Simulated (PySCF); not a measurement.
Isomers of C4H2F2N2, one GFN2-xTB conformer each. Single-point energies are computed at wB97X-D/def2-SVPD (PySCF, gas phase, no added dispersion term), electronic only.

Task: Rank them by wB97X-D/def2-SVPD energy, lowest first (kcal/mol).
A. `Fc1ccnnc1F`
B. 2,6-difluoropyrazine, `Fc1cncc(F)n1`

Result: B (0.0), A (29.1).

As drawn, the higher has an N–N linkage, which the lower lacks. GFN2-xTB itself gives, in the same order: 0.0, 19.5. Both levels put the same isomer lowest.

Task: Which frontier levels, dipoles and rotational constants go with these structures?

Result: 
```json
{"SMILES": "Fc1cncc(F)n1", "HOMO (eV, wB97X-D/def2-SVPD)": "-10.01", "LUMO (eV)": "-0.30", "dipole (D)": "1.54", "A, B, C (MHz)": "3845, 1932, 1286"}
{"SMILES": "Fc1ccnnc1F", "HOMO (eV, wB97X-D/def2-SVPD)": "-9.39", "LUMO (eV)": "-0.22", "dipole (D)": "3.89", "A, B, C (MHz)": "3325, 2370, 1384"}
```
